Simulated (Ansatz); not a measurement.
Species: GeH, charge 1, singlet. GeH+ (parent SMILES [GeH], singlet).
B3LYP-D3(BJ)/def2-TZVP minimum from Ansatz (an electronic-structure program):
```xyz
2

Ge     0.0000     0.0000    -0.0483
H      0.0000     0.0000     1.5443
```
Charge +1, spin multiplicity 1.

Total energies in cc-pVQZ, 4 correlated electrons, 14 frozen orbitals. Radicals and triplets start from unrestricted determinants; spin-orbit coupling is neglected. Cores are frozen in correlated methods (noble-gas shells, and filled d and f shells in the p block). No relativity. The spin of HGe+ (parent SMILES [GeH], singlet) was assumed, and the state is the lowest solution found for it.

```csv
method,program,energy (Eh),error against FCI (mEh)
HF,Ansatz,-2075.66901,89.52
MP2,Ansatz,-2075.73820,20.34
CCSD,Ansatz,-2075.75672,1.82
CCSD(T),Ansatz,-2075.75819,0.35
CCSDT(Q),Ansatz,-2075.75853,0.01
CCSDTQ,Ansatz,-2075.75854,0.00
FCI,Ansatz,-2075.75854,0.00
```

Rough core times of Ansatz's runs on a shared machine: CCSD(T) under 20 s, CCSDT(Q) under 20 s, CCSDTQ 80 s, FCI under 20 s.
